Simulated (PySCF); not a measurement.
## Ce²⁺: ionisation energy

Ce²⁺ [Xe] 4f2 [4f5/2^2, M_J = 4] → Ce³⁺ [Xe] 4f1 [4f5/2^1, M_J = 5/2], as a difference of total energies. All numbers are calculated (PySCF 2.14, the two-component X2C-1e Hamiltonian, in x2c-TZVPall-2c). Correlated levels: [Ar] 3d10 frozen; the 18 highest virtual spinors dropped. "Screened" scales the spin-orbit matrix elements by Boettger's factors to mimic the two-electron term; Breit and QED terms are absent.

| method | ionisation energy (eV) |
| --- | --- |
| GHF (spin-free) | 18.237 |
| GMP2 (spin-free) | 18.605 |
| GHF (screened spin-orbit) | 18.254 |
| GMP2 (screened spin-orbit) | 18.627 |

**Question.** How much does correlation contribute at GMP2 (screened spin-orbit)?

**Answer.** 18.627 − (18.254) = 0.373 eV, measured against GHF (screened spin-orbit).

The spin-free rows relax to the high-spin LS determinant and lack the spin-orbit shift.

The labels give the starting determinants; with spin-orbit coupling the two ends relaxed to ⟨J²⟩ = 21.01, ⟨L²⟩ = 29.80, ⟨S²⟩ = 1.99 and ⟨J²⟩ = 8.86, ⟨L²⟩ = 12.05, ⟨S²⟩ = 0.79.

The determinant of Ce²⁺ mixes levels of different J (the jj label is only the starting occupation), so the difference between spin-free and spin-orbit rows is not the physical spin-orbit shift.

For comparison: 20.197 eV (semi-empirical (NIST evaluation); NIST Atomic Spectra Database, ionization energies).
